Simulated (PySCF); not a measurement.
Electronic absorption of C3H8OSi2

Compound: C₃H₈OSi₂.
SMILES: `O=C[SiH]1C[SiH2]C1`

Method used: PySCF 2.14.0, density-fitted response routines, TDDFT B3LYP/def2-SVPD, vertical, gas phase, core orbitals frozen in the response. Geometry: GFN2-xTB, one conformer, isolated molecule. Torsions of this conformer, `[O:1]=[CH:2][SiH:3]1[CH2:4][SiH2:5][CH2:6]1`: O1–C2–Si3–C4 132°.

Problem. List the vertical singlet excitations with oscillator strengths and describe the spectrum.

Solution. 

```tsv
state	E (eV)	λ (nm)	ν̃ (cm⁻¹)	f	|μ| (D)	main configurations (H = HOMO, L = LUMO)
S1	3.11	398.3	25100	0.0005	0.21	H→L (96%)
S2	5.28	234.7	42610	0.0010	0.23	H-1→L (90%)
S3	5.63	220.0	45440	0.0014	0.26	H-2→L (99%)
S4	5.68	218.2	45820	0.0006	0.17	H→L+1 (89%), H-1→L (8%)
S5	5.87	211.1	47380	0.118	2.30	H-3→L (88%)
S6	6.01	206.3	48480	0.0098	0.65	H→L+2 (72%), H→L+3 (24%)
S7	6.19	200.2	49960	0.061	1.62	H→L+3 (71%), H→L+2 (19%)
S8	6.29	197.2	50720	0.012	0.70	H→L+4 (82%), H→L+5 (14%)
```

Triplets (Tamm–Dancoff): T1 2.46 eV, H→L (95%); T2 5.13 eV, H-1→L (86%); T3 5.17 eV, H-3→L (65%), H-2→L (20%).

The lowest singlet lies at 3.11 eV (398 nm, visible) and is very weak; its leading configuration is HOMO→LUMO (96%). The most intense listed level is S5 at 5.87 eV (211 nm, f = 0.118), 2.76 eV above S1. Löwdin shares by element: HOMO oxygen 48%, carbon 19% or more, silicon 11% or more, hydrogen 9% or more; LUMO carbon 36% or more, oxygen 32%, silicon 10% or more, hydrogen 5% or more (atoms not listed hold the other 17%). Weighted by f, the mean energy of these states is 5.99 eV. The oscillator strengths of these states sum to 0.204; summed over the whole spectrum of an exact calculation they would give the number of electrons, 62 (Thomas–Reiche–Kuhn). The listed states span 3.18 eV, and the widest gap between neighbours is 2.17 eV (S1 to S2). S1 lies in the visible range (380 to 750 nm), at 398 nm, f = 0.0005; light of that wavelength is violet, and its complementary colour is yellow-green; a Tamm–Dancoff triplet lies at 504 nm, without intensity as long as spin–orbit coupling is left out. The window holds the lowest 8 singlets.
